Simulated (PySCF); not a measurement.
# `N#Cc1ccccc[cH+]1`, [C8H6N]+, charge +1

Cartesian coordinates in Å; atom numbers follow the order of the lines, from 1:
```xyz
15

N     3.8027   -0.7307   -0.0411
C     2.6807   -0.5135   -0.0288
C     1.2783   -0.2439   -0.0147
C     0.9203    1.1103   -0.0068
C    -0.3520    1.6620    0.0061
C    -1.5851    1.0116    0.0161
C    -1.8464   -0.3534    0.0155
C    -0.9407   -1.4131    0.0034
C     0.4453   -1.3699   -0.0094
H     1.7504    1.8097   -0.0121
H    -0.3911    2.7453    0.0097
H    -2.4549    1.6589    0.0257
H    -2.8937   -0.6337    0.0262
H    -1.3770   -2.4054    0.0047
H     0.9588   -2.3263   -0.0165
```

Total charge +1.

Method used: quadratic response CAM-B3LYP/aug-cc-pVDZ first hyperpolarisability, Taylor convention, gas phase (PySCF 2.14.0). Geometry: GFN2-xTB.

Task: What is the first hyperpolarisability, and how does it disperse?

Result: In 10⁻³⁰ esu, Taylor convention; the vector part is βᵢ = ⅓ Σⱼ (βᵢⱼⱼ + βⱼᵢⱼ + βⱼⱼᵢ):
```tsv
process	λ (nm)	β vector norm	β HRS	depolarisation ratio
static β(0;0,0)	∞	3.87	1.55	5.66
second harmonic β(−2ω;ω,ω)	1550	4.55	1.82	5.65
Pockels β(−ω;ω,0)	1550	4.07	–	–
second harmonic β(−2ω;ω,ω)	1064	5.56	2.23	5.64
Pockels β(−ω;ω,0)	1064	4.33	–	–
second harmonic β(−2ω;ω,ω)	694.3	11.01	4.44	5.62
Pockels β(−ω;ω,0)	694.3	5.10	–	–
```

Task: Which lowest excitations and polarisabilities go with it?

Result: S1 4.58 eV (f = 0.126); S2 4.63 eV (f = 0.001); S3 5.08 eV (f = 0.000); isotropic α 94.1 au static, 94.9 au at 1550 nm, 95.8 au at 1064 nm, 97.4 au at 775 nm, 98.2 au at 694.3 nm, 101.7 au at 532 nm, 118.8 au at 347.1 nm.
